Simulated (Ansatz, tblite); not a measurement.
Isomers of Ge$_{3}$O$_{4}$⁺ (doublet), found by a short tight-binding search and relaxed with r2SCAN-D4/def2-SVP in Ansatz.

The xTB rows come from tblite. Correlated methods freeze 31 core orbitals; core or outer-core shells of Ge are correlated, in sets that lack core-valence functions.

Other spin states weren't relaxed.

A:

```xyz
7

Ge   -0.254   -2.269   -0.750
Ge   -1.077    0.490    0.735
Ge    1.200    0.602   -0.374
O     2.338    1.787   -0.491
O    -1.963    1.575    1.603
O    -1.354   -1.153    0.239
O     1.110   -1.032   -0.961
```

B:

```xyz
7

Ge    0.4102   -1.4173    1.7163
Ge    0.1732   -0.1252   -0.7336
Ge   -0.7346    1.9555    0.8707
O    -0.7368   -0.0108    0.9554
O    -0.5244   -0.7343   -2.2218
O     1.2062   -1.3069    0.0758
O     0.2063    1.6390   -0.6627
```

C:

```xyz
7

Ge    0.589   -0.666    0.940
Ge    0.803    1.521   -1.455
Ge   -2.145   -0.003   -0.687
O    -1.093   -0.830    0.583
O     1.355   -1.532    2.163
O     1.415    0.466   -0.070
O    -0.924    1.045   -1.475
```

D:

```xyz
7

Ge    0.610    0.039   -1.320
Ge   -0.871    1.629    1.456
Ge    0.685   -2.564   -0.839
O    -0.465   -1.368   -1.653
O     1.735   -1.086   -0.475
O    -0.217    1.161   -0.011
O    -1.477    2.189    2.842
```

E:

```xyz
7

Ge   -0.415    0.270   -1.690
Ge    1.863    0.022    3.074
Ge   -0.781   -0.564    0.754
O    -0.181    0.790   -3.207
O    -0.053   -1.248   -0.746
O    -1.068    0.974   -0.140
O     0.634   -0.243    1.956
```

Problem. Estimate which lies lowest at each level, and how far above it the others are (kJ/mol).

Solution. 
```json
{"level": "GFN1-xTB", "A": "104.1", "B": "159.1", "C": "0.0", "D": "132.0", "E": "95.5"}
{"level": "GFN2-xTB", "A": "187.8", "B": "147.0", "C": "0.0", "D": "151.7", "E": "150.6"}
{"level": "HF/def2-TZVP", "A": "381.8", "B": "0.0", "C": "29.7", "D": "315.4", "E": "197.0"}
{"level": "PBE-D4/def2-SVP", "A": "205.0", "B": "6.6", "C": "0.0", "D": "142.2", "E": "95.2"}
{"level": "PBE-D4/def2-TZVP", "A": "201.8", "B": "10.5", "C": "0.0", "D": "130.0", "E": "86.4"}
{"level": "BLYP-D4/def2-TZVP", "A": "216.0", "B": "24.6", "C": "0.0", "D": "145.7", "E": "105.2"}
{"level": "r2SCAN-D4/def2-TZVP", "A": "233.0", "B": "0.0", "C": "14.4", "D": "154.4", "E": "95.1"}
{"level": "PBE0-D4/def2-SVP", "A": "281.7", "B": "0.0", "C": "37.8", "D": "193.9", "E": "122.9"}
{"level": "PBE0-D4/def2-TZVP", "A": "274.3", "B": "0.0", "C": "35.6", "D": "177.8", "E": "110.7"}
{"level": "PBE-QIDH/def2-TZVP", "A": "319.4", "B": "0.0", "C": "54.8", "D": "181.2", "E": "100.8"}
{"level": "RPA@PBE/def2-TZVP", "A": "231.1", "B": "0.0", "C": "19.7", "D": "167.5", "E": "94.0"}
{"level": "MP2/def2-TZVP", "A": "313.1", "B": "0.0", "C": "58.2", "D": "131.7", "E": "54.7"}
```
Point groups (tolerance 0.1 Å): A C2v, B Cs, C C2v, D not assigned, E Cs. Lower isomers may exist. From def2-SVP to def2-TZVP the PBE0 values move by up to 16.1 kJ/mol, so results in the small set are rough.
